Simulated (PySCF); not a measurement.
SMILES C1C=C[CH]C=1, doublet, PBE0/def2-SVP optimised geometry.

```
10

C     -0.67    -1.18     0.00
C      0.76    -1.18     0.00
C      1.16     0.13     0.00
C     -0.04     0.98     0.00
C     -1.15     0.17     0.00
H     -1.31    -2.07     0.00
H      1.40    -2.07     0.00
H      2.19     0.49     0.00
H     -0.03     2.07     0.00
H     -2.19     0.48     0.00
```

Density from PySCF 2.14.0 with unrestricted PBE0/def2-TZVP at that geometry.

Minimum of the electron density along straight lines between bonded atoms, close to the bond critical point (lines longer than 1.1 times the sum of covalent radii, or with two minima, are not listed):

```csv
bond,length / Å,ρ at the minimum / e bohr⁻³,∇²ρ there / e bohr⁻⁵,position (fraction from the first atom)
C1–C2,1.434,0.293,-0.81,0.51
C2–C3,1.371,0.328,-0.95,0.49
C3–C4,1.477,0.271,?,0.50
C1–C5,1.435,0.292,-0.80,0.51
C4–C5,1.370,0.328,-0.95,0.51
C1–H6,1.092,0.282,-1.00,0.65
C2–H7,1.089,0.279,-0.98,0.65
C3–H8,1.091,0.281,-0.99,0.65
C4–H9,1.091,0.281,-0.99,0.65
C5–H10,1.089,0.279,-0.98,0.65
```

Q: What belongs in the gaps?

A: 
- C3–C4, ∇²ρ there / e bohr⁻⁵: -0.72
